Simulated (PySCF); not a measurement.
# Radial density of O²⁺ (oxygen, charge +2)

PBE0, [He] 2s2 2p2, high-spin 3P determinant. All numbers are calculated (PySCF 2.14, the spin-free X2C one-electron Hamiltonian (Gaussian nucleus), in cc-pVTZ-DK (4s3p2d1f, 30 functions)).

```json
{"r (bohr)": "0.00366", "4πr²ρ (e/bohr)": "0.05242", "4πr²(ρα − ρβ)": "0.0000"}
{"r (bohr)": "0.00615", "4πr²ρ (e/bohr)": "0.1417", "4πr²(ρα − ρβ)": "0.0000"}
{"r (bohr)": "0.0103", "4πr²ρ (e/bohr)": "0.3681", "4πr²(ρα − ρβ)": "0.0000"}
{"r (bohr)": "0.0174", "4πr²ρ (e/bohr)": "0.9219", "4πr²(ρα − ρβ)": "0.0000"}
{"r (bohr)": "0.0293", "4πr²ρ (e/bohr)": "2.144", "4πr²(ρα − ρβ)": "0.0004"}
{"r (bohr)": "0.0493", "4πr²ρ (e/bohr)": "4.404", "4πr²(ρα − ρβ)": "0.0028"}
{"r (bohr)": "0.0828", "4πr²ρ (e/bohr)": "7.306", "4πr²(ρα − ρβ)": "0.0173"}
{"r (bohr)": "0.139", "4πr²ρ (e/bohr)": "8.546", "4πr²(ρα − ρβ)": "0.0932"}
{"r (bohr)": "0.234", "4πr²ρ (e/bohr)": "5.790", "4πr²(ρα − ρβ)": "0.3762"}
{"r (bohr)": "0.394", "4πr²ρ (e/bohr)": "2.847", "4πr²(ρα − ρβ)": "1.1113"}
{"r (bohr)": "0.663", "4πr²ρ (e/bohr)": "3.745", "4πr²(ρα − ρβ)": "1.8715"}
{"r (bohr)": "1.12", "4πr²ρ (e/bohr)": "2.998", "4πr²(ρα − ρβ)": "1.3636"}
{"r (bohr)": "1.88", "4πr²ρ (e/bohr)": "0.5783", "4πr²(ρα − ρβ)": "0.2789"}
{"r (bohr)": "3.16", "4πr²ρ (e/bohr)": "0.01542", "4πr²(ρα − ρβ)": "0.0075"}
{"r (bohr)": "5.31", "4πr²ρ (e/bohr)": "2.475e-05", "4πr²(ρα − ρβ)": "0.0000"}
```

Densities and radii are taken from the X2C orbitals without a picture-change correction, which distorts them close to the nucleus.
